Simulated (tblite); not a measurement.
Compound: C₅H₁₁ClGeO₂.
Numbering: `[CH3:1][CH:2]([CH3:3])[CH2:4][O:5][C:6](=[O:7])[GeH2:8][Cl:9]` (hydrogens: H10, H11, H12 on C1; H13 on C2; H14, H15, H16 on C3; H17, H18 on C4; H19, H20 on Ge8)

Computed with GFN2-xTB (tblite), gas phase: L-BFGS steps from a force-field or distance-geometry start until the largest atomic force falls under 0.01 eV/Å.

Step 108: E = -843.0995 eV
```
atom  x, y, z in Å  |  force x, y, z in eV/Å
C1     -2.5713   -0.6941   -0.9810   -0.014  -0.002  -0.008
C2     -1.2998    0.0886   -0.6569   -0.033  -0.015  -0.016
C3     -1.5847    1.1795    0.3728    0.007  -0.003  -0.008
C4     -0.2259   -0.8668   -0.1346   -0.022   0.011  -0.001
O5      1.0149   -0.1637    0.0288    0.018   0.002   0.000
C6      2.1511   -0.7861   -0.2333   -0.037   0.025   0.007
O7      2.2753   -1.9259   -0.5796   -0.021  -0.018  -0.015
Ge8     3.5950    0.5833    0.0282   -0.034   0.033   0.061
Cl9     3.4331    1.9474   -1.5622    0.018  -0.005   0.005
H10    -3.3529   -0.0147   -1.3133    0.022  -0.003   0.019
H11    -2.3975   -1.4204   -1.7714    0.041  -0.006   0.015
H12    -2.9286   -1.2246   -0.1003    0.010   0.024  -0.010
H13    -0.9270    0.5549   -1.5750    0.032   0.000   0.020
H14    -2.0031    0.7409    1.2769   -0.003   0.028  -0.012
H15    -0.6711    1.7072    0.6324    0.031  -0.017   0.000
H16    -2.2934    1.9016   -0.0259   -0.013  -0.031   0.010
H17    -0.5168   -1.2639    0.8432    0.007  -0.020   0.020
H18    -0.0587   -1.7023   -0.8210   -0.019  -0.001  -0.023
H19     3.3625    1.3657    1.3102    0.017  -0.011  -0.045
H20     4.9939    0.0038    0.0300   -0.008   0.008  -0.017
```

Step 109: E = -843.1001 eV
```
atom  x, y, z in Å  |  force x, y, z in eV/Å
C1     -2.5672   -0.6945   -0.9842   -0.010  -0.004  -0.012
C2     -1.2985    0.0885   -0.6519   -0.015  -0.010  -0.011
C3     -1.5854    1.1812    0.3766    0.008  -0.016  -0.015
C4     -0.2278   -0.8684   -0.1258   -0.008   0.002  -0.004
O5      1.0152   -0.1679    0.0353   -0.025   0.028   0.041
C6      2.1487   -0.7865   -0.2404   -0.002  -0.045  -0.044
O7      2.2705   -1.9218   -0.6046   -0.017   0.035   0.013
Ge8     3.5926    0.5828    0.0264   -0.032   0.017   0.041
Cl9     3.4428    1.9437   -1.5683    0.014  -0.006   0.006
H10    -3.3443   -0.0158   -1.3249   -0.008   0.017   0.012
H11    -2.3876   -1.4227   -1.7717    0.049  -0.004   0.015
H12    -2.9325   -1.2230   -0.1066    0.004   0.016   0.013
H13    -0.9215    0.5543   -1.5685    0.037   0.004   0.019
H14    -1.9997    0.7430    1.2830   -0.003   0.029  -0.017
H15    -0.6734    1.7139    0.6327    0.029  -0.031  -0.002
H16    -2.2973    1.9005   -0.0214   -0.018  -0.037   0.005
H17    -0.5208   -1.2635    0.8530    0.019  -0.003   0.005
H18    -0.0605   -1.7061   -0.8098   -0.030   0.004  -0.024
H19     3.3489    1.3670    1.3030    0.017  -0.001  -0.026
H20     4.9926    0.0056    0.0360   -0.009   0.007  -0.013
```

Step 110: E = -843.1007 eV
```
atom  x, y, z in Å  |  force x, y, z in eV/Å
C1     -2.5643   -0.6920   -0.9883   -0.012   0.001  -0.006
C2     -1.2960    0.0864   -0.6463    0.006  -0.010   0.002
C3     -1.5828    1.1813    0.3804    0.010  -0.008  -0.007
C4     -0.2303   -0.8743   -0.1160    0.012   0.010  -0.004
O5      1.0141   -0.1751    0.0450    0.019  -0.026   0.031
C6      2.1474   -0.7900   -0.2479   -0.036   0.037  -0.005
O7      2.2689   -1.9205   -0.6245   -0.022   0.006   0.000
Ge8     3.5878    0.5847    0.0241   -0.037  -0.002   0.002
Cl9     3.4436    1.9409   -1.5765    0.013  -0.014   0.013
H10    -3.3342   -0.0097   -1.3371   -0.025   0.019   0.011
H11    -2.3804   -1.4214   -1.7732    0.049  -0.010   0.008
H12    -2.9399   -1.2185   -0.1139    0.002   0.018   0.018
H13    -0.9111    0.5507   -1.5605    0.033   0.006   0.018
H14    -1.9977    0.7468    1.2887    0.000   0.026  -0.034
H15    -0.6700    1.7145    0.6361    0.011  -0.045  -0.011
H16    -2.2940    1.9008   -0.0195   -0.009  -0.046   0.008
H17    -0.5251   -1.2692    0.8629    0.023   0.014  -0.011
H18    -0.0627   -1.7123   -0.7997   -0.036   0.006  -0.020
H19     3.3301    1.3725    1.2937    0.018   0.006  -0.006
H20     4.9916    0.0147    0.0404   -0.020   0.010  -0.007
```

Question: Estimate the geometry and energy of step 111. (The exact step hangs on the optimiser's Hessian estimate; all steps are aligned on step 110, rigid shifts and turns removed.)

Answer: E = -843.1010 eV, largest force 0.108 eV/Å
```
atom  x, y, z in Å  |  force x, y, z in eV/Å
C1     -2.5650   -0.6907   -0.9895   -0.003   0.006  -0.004
C2     -1.2961    0.0849   -0.6460    0.023   0.004   0.006
C3     -1.5782    1.1807    0.3809    0.008  -0.004  -0.002
C4     -0.2314   -0.8776   -0.1182    0.012  -0.001  -0.003
O5      1.0124   -0.1772    0.0428   -0.045   0.024   0.057
C6      2.1454   -0.7915   -0.2431    0.001   0.091   0.011
O7      2.2674   -1.9229   -0.6129    0.012  -0.101  -0.037
Ge8     3.5835    0.5870    0.0259   -0.018  -0.029  -0.030
Cl9     3.4347    1.9429   -1.5739    0.007  -0.006   0.004
H10    -3.3311   -0.0066   -1.3421   -0.037   0.018   0.004
H11    -2.3787   -1.4224   -1.7714    0.039  -0.012   0.002
H12    -2.9441   -1.2136   -0.1150   -0.005   0.011   0.027
H13    -0.9088    0.5492   -1.5591    0.026   0.008   0.011
H14    -1.9907    0.7493    1.2916    0.002   0.013  -0.028
H15    -0.6635    1.7130    0.6323    0.002  -0.045  -0.012
H16    -2.2908    1.9002   -0.0161   -0.007  -0.039  -0.001
H17    -0.5246   -1.2763    0.8598    0.023   0.021  -0.017
H18    -0.0651   -1.7135   -0.8053   -0.029   0.012  -0.012
H19     3.3304    1.3748    1.2931    0.012   0.022   0.025
H20     4.9891    0.0206    0.0340   -0.024   0.009   0.001
```

The energy changes by -0.0003 eV. The first-order estimate −F·Δx gives -0.0007 eV and the mean of the old and new forces, exact on a quadratic surface, -0.0003 eV. The step makes an angle of 80° with the force vector and moves no atom by more than 0.012 Å.

What follows is the cost of the whole relaxation. Time: 2.4 s wall. Hardware: one thread of an Intel Xeon Platinum 8488C, on a shared host.
